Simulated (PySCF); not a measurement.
Correlation energy of Ni (nickel, neutral)

[Ar] 3d8 4s1 4p1, one real determinant (an excited configuration). Computed with PySCF 2.14 in aug-cc-pVTZ-DK (8s7p5d3f2g, 93 functions), with scalar relativity by spin-free X2C-1e. Frozen: [Ar]; 10 electrons correlated.

```csv
level,correlation energy (mhartree)
CCSD,-289.48
(T),-9.47
CCSD(T),-298.95
```

Diagnostics: T1 = 0.016, D1 = 0.0443, largest double amplitude 0.023.

The real determinant used has ⟨L²⟩ near 14 against 20 for a pure G term, so it mixes terms.

Cost of the coupled-cluster step: roughly 26 core-seconds, for 10 correlated electrons.

The reference is one real determinant that mixes LS terms of this configuration.
